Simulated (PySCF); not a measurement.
# Relaxation of quartet TcS₂

These are results of UPBE in PySCF with Tc def2-SVP with ECP28, S def2-SVP; scalar-relativistic core potentials, no spin–orbit coupling; density-fitted integrals, not measurements. A (50,194) grid was used.

A start displaced from a saddle point along its imaginary mode, of C2v symmetry, held to at least that symmetry:

```xyz
3
charge 0 multiplicity 4, angstrom
Tc    0.0000    0.1616    0.0000
S     0.0000   -0.2500    2.1585
S     0.0000   -0.2500   -2.1585
```

Q: What forces act on the atoms at the start (eV/Å)?

A: 
```
atom    Fx    Fy     Fz
 Tc1  0.00  0.01   0.00
  S2  0.00  0.00  -1.18
  S3  0.00  0.00   1.18
```

Q: What does it relax to?

A: It ends at C2v with Tc–S 2.106 Å (×2); S–Tc–S 122.6° (after a last refinement on a finer grid). A frequency run shows a minimum. Other isomers or separated fragments may lie lower.

Q: How much energy is released, and in how many steps?

A: 39.6 kJ/mol in 7 steps.

With open d or f shells other occupations or spin states may lie lower.
